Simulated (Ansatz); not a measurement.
Molecule: sum formula AlO₂H₃ (charge 0, singlet). 
Geometry from a B3LYP-D3(BJ)/def2-TZVP (Ansatz, a program for electronic structure) optimisation:
SMILES: [OH][AlH][OH]
```xyz
6

O     -1.5121    -0.2452     0.0971
Al     0.0247     0.4563    -0.0076
O      1.3786    -0.5665    -0.0780
H     -1.6683    -1.1905     0.1195
H      0.1299     2.0173    -0.0351
H      2.2854    -0.2646    -0.1383
```
Charge 0, spin multiplicity 1.

Parts of the frozen-core correlation energy in aug-cc-pV(D+d)Z (Ansatz, hartree). Frozen orbitals: 7; correlated occupied orbitals by spin: 9 and 9; virtual: 89 and 89. Spin-orbit coupling is left out. No relativistic terms.

| term | value |
|---|---|
| reference (HF) | -393.53561 |
| MP2 opposite-spin | -0.35668 |
| MP2 same-spin | -0.12180 |
| CCSD correlation | -0.49463 |
| (T) | -0.01311 |
| T1 diagnostic | 0.015 |
| largest doubles amplitude | 0.019 |
